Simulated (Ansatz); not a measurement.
Consider the substitution at a C–S bond: `FCSCS` + H₂Te → `SC[TeH]` + `FCS`.

Calculated with Ansatz (gas phase, PBE0-D4/def2-TZVP geometries, no zero-point term in ΔE). CCSD(T)/CBS is the MP2 limit (def2-TZVPP, def2-QZVPP) plus CCSD(T) − MP2 in def2-TZVPP, frozen cores. Functionals use def2-TZVPP. def2 core potentials past Kr. For Te outer-core shells are correlated without core-valence functions, which leaves a few kJ/mol of doubt a bond. Each species was taken in one conformer, which may not be the lowest.

CCSD(T)/CBS gives -0.01 eV.

Q: Another level gave +0.03 eV. Which?
A. LDA (SPW92)/def2-TZVPP
B. BHLYP-D4/def2-TZVPP
C. SCS-MP2/def2-TZVPP
D. B97M-V/def2-TZVPP

A: B. BHLYP-D4 0.03, SCS-MP2/def2-TZVPP -0.02, B97M-V 0.08, LDA (SPW92) 0.15 eV.

Largest T1 diagnostic among the species: 0.012.

From BLYP to BHLYP (50 % exact exchange), in def2-TZVPP and without D4, ΔE moves by +0.04 eV. At CCSD(T), def2-SVP lies +0.15 eV from the extrapolated value and def2-TZVPP +0.03 eV. Leaving LDA and LC-ωPBE aside and taking each functional with its dispersion term where it has one, the values, not all of them listed here, spread over 0.07 eV, from B2PLYP to B97M-V. LDA lies +0.11 eV from PBE without D4.
